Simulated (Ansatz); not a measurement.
ZrAl6⁺. The state is a doublet with charge 1. Geometry B3LYP-D4/def2-SVP; atoms count from 1.

```xyz
7

Zr   -0.4414   -2.3239    0.0909
Al   -0.4295   -0.2023    1.8820
Al    1.0885    1.7530    0.9762
Al   -0.3853    1.9516   -1.1204
Al   -1.9258   -0.0029   -0.2534
Al    1.7947   -0.6891    0.2797
Al    0.2989   -0.4864   -1.8550
```

In the def2 sets Zr takes a core potential; there is no spin–orbit coupling. The charge 1 doublet is spin-contaminated (final ⟨S²⟩ up to 0.83, 0.75 for a pure state). Another isomer (doublet) lies 0.10 eV lower at PBE0-D4/def2-TZVP.

(1) Estimate the Mulliken populations from the PBE0/def2-TZVP orbitals of Ansatz.

(2) Where does the spin sit?

(3) And the Mayer bond orders between bonded heavy atoms (over 0.3)?

Results:

(1) 
```csv
atom,charge (e),spin (α − β),d electrons
Zr1,0.27,1.10,2.59
Al2,0.08,0.00,–
Al3,0.20,-0.05,–
Al4,0.20,-0.05,–
Al5,0.08,0.00,–
Al6,0.08,0.00,–
Al7,0.08,0.00,–
```
Mulliken values and Mayer orders depend strongly on the basis.

(2) Summed by element: Zr 1.10, Al -0.10, of 1 unpaired in all. Largest on single atoms: Zr1 1.10, Al4 -0.05, Al3 -0.05.

(3) Zr1–Al2 0.91 (2.78 Å); Zr1–Al5 0.91 (2.78 Å); Zr1–Al6 0.91 (2.78 Å); Zr1–Al7 0.91 (2.78 Å); Al2–Al3 0.60 (2.64 Å); Al2–Al5 0.52 (2.62 Å); Al2–Al6 0.34 (2.78 Å); Al3–Al4 0.69 (2.57 Å); Al3–Al6 0.60 (2.64 Å); Al4–Al5 0.60 (2.64 Å); Al4–Al7 0.60 (2.64 Å); Al5–Al7 0.34 (2.78 Å); Al6–Al7 0.52 (2.61 Å). Values over 0.3 also appear between atoms too far apart for a bond (Zr1–Al3 0.33 at 4.44 Å; Zr1–Al4 0.33 at 4.44 Å); they arise where an orbital or an unpaired electron spreads over both atoms.
